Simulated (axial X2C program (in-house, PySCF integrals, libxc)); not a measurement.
# What spin–orbit coupling does to SnH⁻

Computed with an in-house relativistic program for diatomic molecules. Spin-free means the one-electron spin-free X2C Hamiltonian; two-component (2c) means X2C with spin–orbit coupling and atomic mean-field two-electron Coulomb and Gaunt terms, so the difference of the two also holds small scalar two-electron terms. Basis: Sn dyall-acv3z [12s13p10d5f1g], H dyall-av3z [7s3p2d] (cores contracted in-house); Gaussian nuclei, density fitting, unrestricted open shells. Masses: Sn 119.902 u, H 1.008 u.

Spin-free state: M_S = 1, Λ = 0 (beyond evenly filled blocks: π+α, π-α); fragments Sn- + H.

```json
{"level": "PBE0", "Re (Å)": "1.810", "ωe (cm⁻¹)": "1544.9", "De (eV)": "2.517", "μ (D)": "-0.92"}
{"level": "HF", "Re (Å)": "1.805", "ωe (cm⁻¹)": "1589.8", "De (eV)": "1.652", "μ (D)": "-0.72"}
{"level": "MP2", "Re (Å)": "1.811", "ωe (cm⁻¹)": "1577.9", "De (eV)": "2.318", "μ (D)": "n/a"}
{"level": "CCSD", "Re (Å)": "1.823", "ωe (cm⁻¹)": "1529.0", "De (eV)": "2.508", "μ (D)": "n/a"}
{"level": "CCSD(T)", "Re (Å)": "1.826", "ωe (cm⁻¹)": "1518.4", "De (eV)": "2.525", "μ (D)": "n/a"}
{"level": "LDA", "Re (Å)": "1.806", "ωe (cm⁻¹)": "1534.2", "De (eV)": "2.967", "μ (D)": "-0.99"}
```

Correlated methods: 6 electrons correlated (number of frozen shells: Sn 4 s, 3 p, 2 d; H none), 240 virtual spin orbitals or spinors in MP2, 90 natural virtuals in coupled cluster.

Dipoles are positive if H is the positive end and refer to the centre of mass.

Two-component determinant lowest at the distance of the search:

Ω = 1 (⟨Sz⟩ = 1.00, ⟨Lz⟩ = 0.00 at HF); fragments Sn- + H.

```json
{"level": "PBE0", "Re (Å)": "1.810", "ωe (cm⁻¹)": "1542.0", "De (eV)": "2.492", "μ (D)": "-0.92"}
{"level": "HF", "Re (Å)": "1.805", "ωe (cm⁻¹)": "1587.0", "De (eV)": "1.638", "μ (D)": "-0.72"}
{"level": "MP2", "Re (Å)": "1.811", "ωe (cm⁻¹)": "1575.3", "De (eV)": "2.300", "μ (D)": "n/a"}
{"level": "CCSD", "Re (Å)": "1.823", "ωe (cm⁻¹)": "1526.4", "De (eV)": "2.487", "μ (D)": "n/a"}
{"level": "CCSD(T)", "Re (Å)": "1.826", "ωe (cm⁻¹)": "1515.8", "De (eV)": "2.504", "μ (D)": "n/a"}
{"level": "LDA", "Re (Å)": "1.807", "ωe (cm⁻¹)": "1531.0", "De (eV)": "2.931", "μ (D)": "-0.99"}
```

**Question.** From the two tables, how do the constants change at the CCSD(T) level (2c against spin-free)?

**Answer.** At the CCSD(T) level Re is unchanged within 0.001 Å and ωe decreases by 2.6 cm⁻¹; De changes by -0.021 eV.

Occupations by symmetry block were frozen at the best pattern of an incomplete PBE0 search. Dissociation energies refer to the lowest single-determinant-based atoms at the same level and basis. Density functionals use the spin component along the axis (collinear). Coupled cluster ran in a truncated set of natural virtual spinors; the MP2 energy of the rest was added. (T) has no such correction and the atoms are truncated less, which lowers De at CCSD(T) by a hundredth of an eV or more. Other states lie close and PBE0, whose exact exchange favours high spin, may order them wrongly; the determinant shown need not be the ground state. The nearest other spin-free determinant of the search, M_S = 0, Λ = 2, lies 0.61 eV up at the distance of the search. The functionals have no current-density term, which raises determinants with orbital currents, atoms included. With several unpaired electrons one determinant need not be a pure state. Open-shell Ω = 0 determinants with evenly filled partner blocks cannot be reached by this program, so the Ω shown need not be the lowest component. This is the Ω = 1 component of a π² triplet; the 0⁺ component is not one determinant and can lie lowest. The highest occupied level of some functionals is positive through self-interaction error; at Hartree–Fock it is bound. With the outer-core shells frozen, correlated bond lengths of heavy atoms tend to come out a few hundredths of an ångström too long. Hartree–Fock gets electron affinities wrong, so its lowest charge split need not be the true one.
